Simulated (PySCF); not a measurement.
Molecule: C6H11 (charge -1, singlet). It need not be the lowest isomer of its formula. Whether it binds its extra electron was not tested at this geometry. 
Structure (B3LYP-D3(BJ)/def2-TZVP (Ansatz) minimum search):
SMILES: C(/C)=C/[C-](C)C
```xyz
17

C      2.0514    -1.2155    -0.3307
C      1.7370     0.1149     0.2885
C      0.4681     0.6585     0.4760
C     -0.8324     0.3060     0.1262
C     -1.9641     1.2524     0.3850
C     -1.2243    -0.8562    -0.7361
H      1.6995    -1.3182    -1.3699
H      3.1359    -1.3774    -0.3580
H      1.6235    -2.0868     0.2065
H      2.5559     0.5968     0.8130
H      0.5027     1.5995     1.0342
H     -2.3898     1.7040    -0.5404
H     -2.8296     0.7694     0.8790
H     -1.6532     2.0848     1.0251
H     -1.5414    -0.5511    -1.7582
H     -0.4218    -1.5813    -0.8594
H     -2.0948    -1.4006    -0.3254
```
Charge -1, spin multiplicity 1.

Dispersion corrections to the total energy (kcal/mol) from the dftd3 and dftd4 libraries through PySCF: D3(BJ) without and D4 with the three-body term, each with the damping fitted for the functional named.

```json
[
 {"functional": "TPSS", "D3(BJ)": "-10.50", "D4": "-12.24"},
 {"functional": "HSE06", "D3(BJ)": "-5.37", "D4": "-7.09"},
 {"functional": "CAM-B3LYP", "D3(BJ)": "-6.35", "D4": "-7.67"},
 {"functional": "TPSSh", "D3(BJ)": "-9.63", "D4": "[?]"},
 {"functional": "BHLYP", "D3(BJ)": "-10.64", "D4": "-9.88"},
 {"functional": "PBE", "D3(BJ)": "-8.46", "D4": "[?]"},
 {"functional": "HF", "D3(BJ)": "[?]", "D4": "-33.00"}
]
```

Question: Complete the blanks.

Answer: 
- TPSSh, D4: -11.20
- PBE, D4: -9.09
- HF, D3(BJ): -61.81
